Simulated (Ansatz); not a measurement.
The cluster Si₃Pt⁺. Total charge 1; doublet. Geometry B3LYP-D4/def2-SVP.

```xyz
4

Pt    0.6807   -1.0712   -0.0499
Si    1.5868    1.0260   -0.4694
Si   -1.5836   -1.0322    0.4665
Si   -0.6839    1.0774    0.0528
```

In the def2 sets Pt takes a core potential; there is no spin–orbit coupling. LC-ωPBE has ω = 0.4 bohr⁻¹. The structure comes from a short search, and lower isomers may exist.

Estimate the α-spin orbital energies around the gap (eV) in Ansatz with PBE-D4/def2-SVP, PBE-D4/def2-TZVP, r2SCANh-D4/def2-TZVP, r2SCAN0-D4/def2-TZVP, LC-ωPBE/def2-TZVP.


```csv
orbital,PBE-D4/def2-SVP,PBE-D4/def2-TZVP,r2SCANh-D4/def2-TZVP,r2SCAN0-D4/def2-TZVP,LC-ωPBE/def2-TZVP
HOMO−5,-13.12,-12.97,-13.58,-14.18,-16.54
HOMO−4,-12.92,-12.75,-13.48,-14.17,-16.49
HOMO−3,-12.28,-12.16,-12.77,-13.39,-15.56
HOMO−2,-11.50,-11.35,-11.90,-12.38,-14.40
HOMO−1,-11.18,-11.03,-11.49,-11.94,-14.04
HOMO,-10.51,-10.39,-10.96,-11.40,-13.30
LUMO,-9.01,-8.94,-8.57,-8.15,-6.30
LUMO+1,-8.68,-8.58,-8.34,-7.93,-6.07
LUMO+2,-8.48,-8.44,-8.12,-7.75,-5.91
LUMO+3,-7.58,-7.48,-7.11,-6.67,-4.72
LUMO+4,-6.33,-6.37,-5.82,-5.38,-3.51
LUMO+5,-4.11,-4.52,-3.93,-3.54,-1.77
β HOMO,-11.09,-10.93,-11.42,-11.87,-13.98
β LUMO,-9.93,-9.80,-9.33,-8.86,-6.77
```
